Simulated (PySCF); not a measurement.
Compound: C₃H₇NSi.
Atom-mapped SMILES: `[CH2:1]=[CH:2]/[CH:3]=[N:4]/[SiH3:5]` (hydrogens: H6, H7 on C1; H8 on C2; H9 on C3; H10, H11, H12 on Si5)

Method: PBE0-D3(BJ)/def2-SVP geometry optimisation, gas phase (PySCF 2.14.0); density fitting, grid level 1; the optimiser is geomeTRIC in internal coordinates, started from a GFN2-xTB structure with every atom displaced at random (about 0.01 Å).

The end geometry, which sets the zero of energy:
```
atom  x, y, z in Å
C1     -2.4634    0.8397    0.4487
C2     -1.6151   -0.0681   -0.0498
C3     -0.1636    0.0812    0.0505
N4      0.6462   -0.7771   -0.4210
Si5     2.3884   -0.6617   -0.3493
H6     -3.5466    0.7211    0.3694
H7     -2.0949    1.7376    0.9563
H8     -1.9679   -0.9700   -0.5599
H9      0.1687    1.0082    0.5735
H10     2.9160   -1.8712    0.3467
H11     2.8582    0.5692    0.3754
H12     2.9177   -0.6393   -1.7442
```

Question: These geometries come from the run, each turned onto the end geometry. Order them by energy, lowest first.
A.
```
atom  x, y, z in Å
C1     -2.5222    0.8186    0.4381
C2     -1.5814   -0.0188   -0.0245
C3     -0.1362    0.1874    0.0997
N4      0.6418   -0.6974   -0.3582
Si5     2.3892   -0.6967   -0.3579
H6     -3.5831    0.6041    0.3105
H7     -2.2506    1.7379    0.9620
H8     -1.8456   -0.9437   -0.5492
H9      0.1899    1.1215    0.6032
H10     2.8846   -1.9399    0.3007
H11     2.9849    0.4923    0.3458
H12     2.8722   -0.6959   -1.7739
```
B.
```
atom  x, y, z in Å
C1     -2.4768    0.7725    0.4107
C2     -1.5762   -0.0572   -0.0233
C3     -0.1689    0.1836    0.1314
N4      0.7385   -0.6112   -0.3318
Si5     2.4153   -0.6620   -0.3718
H6     -3.5522    0.6229    0.2676
H7     -2.2179    1.7138    0.9065
H8     -1.8200   -0.9658   -0.5331
H9      0.1150    1.1085    0.7041
H10     2.7354   -1.9158    0.3185
H11     3.1181    0.4524    0.3006
H12     2.7333   -0.6723   -1.7830
```
C.
```
atom  x, y, z in Å
C1     -2.4504    0.8334    0.4447
C2     -1.6270   -0.0905   -0.0630
C3     -0.1789    0.0885    0.0527
N4      0.6485   -0.7641   -0.3986
Si5     2.3881   -0.6565   -0.3413
H6     -3.5376    0.7400    0.3842
H7     -2.0536    1.7240    0.9441
H8     -1.9762   -0.9947   -0.5724
H9      0.1336    1.0295    0.5647
H10     2.9134   -1.8759    0.3382
H11     2.8826    0.5639    0.3853
H12     2.9009   -0.6280   -1.7423
```

Answer: C (0.009 eV), A (0.033 eV), B (0.261 eV).

In the order of the answer:

| step | E above end (eV) | largest force (eV/Å) | rms force component (eV/Å) | rms distance from end (Å) | rms bond change (Å) | bond most changed (Å) |
| --- | --- | --- | --- | --- | --- | --- |
| 3 | 0.009 | 0.35 | 0.092 | 0.027 | 0.001 | N4–Si5 -0.004 |
| 1 | 0.033 | 0.76 | 0.192 | 0.109 | 0.003 | C3=N4 -0.007 |
| 0 | 0.261 | 3.43 | 0.971 | 0.163 | 0.032 | N4–Si5 -0.069 |

What follows is the cost of the whole optimisation. Hardware: Arm Neoverse N1, one thread (shared host). Cost: 59 s of wall time, 0.44 GiB resident at most.
